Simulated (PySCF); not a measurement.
C3H5O, multiplicity 2. Atoms are numbered in the order given.

```xyz
9

C      0.8816     1.1308     0.0000
C     -0.1222     0.0847     0.0000
C      0.3561    -1.3618     0.0000
O     -1.3304     0.3706     0.0000
H      1.9619     0.9139     0.0000
H      0.5400     2.1771     0.0000
H      0.9835    -1.5709     0.8915
H     -0.5189    -2.0364     0.0000
H      0.9835    -1.5709    -0.8915
```
Charge 0, spin multiplicity 2.

Geometry: PBE-D3(BJ)/def2-SVP. The isomer is the one that the SMILES or the coordinates give; other isomers of the formula were not compared.

Method: PBE-D3(BJ)/def2-SVP in PySCF.

Harmonic, unscaled wavenumbers; measured fundamentals usually lie a few per cent lower.

| mode | ν (cm⁻¹) | IR (km/mol) | moving atoms (share of kinetic energy) |
|---|---|---|---|
| 1 | 57 | 0.2 | H 94 % |
| 2 | 312 | 0.0 | H 95 % |
| 3 | 375 | 1.9 | C 44 %, H 44 %, O 12 % |
| 4 | 481 | 2.1 | C 48 %, H 46 % |
| 5 | 512 | 13.2 | O 42 %, C 33 %, H 25 % |
| 6 | 715 | 21.1 | H 69 %, C 30 % |
| 7 | 805 | 5.5 | C 60 %, H 33 % |
| 8 | 889 | 2.4 | H 57 %, C 41 % |
| 9 | 966 | 7.0 | H 53 %, C 46 % |
| 10 | 1017 | 3.6 | H 55 %, C 29 %, O 16 % |
| 11 | 1229 | 32.0 | C 54 %, H 44 % |
| 12 | 1314 | 38.5 | H 67 %, C 32 % |
| 13 | 1379 | 22.9 | H 91 % |
| 14 | 1396 | 9.6 | H 96 % |
| 15 | 1403 | 31.9 | H 69 %, C 31 % |
| 16 | 1596 | 75.1 | C 63 %, O 35 % |
| 17 | 2973 | 1.8 | H 97 % |
| 18 | 3054 | 4.9 | H 91 %, C 9 % |
| 19 | 3073 | 2.6 | H 95 % |
| 20 | 3108 | 2.8 | H 90 %, C 10 % |
| 21 | 3202 | 2.0 | H 89 %, C 11 % |
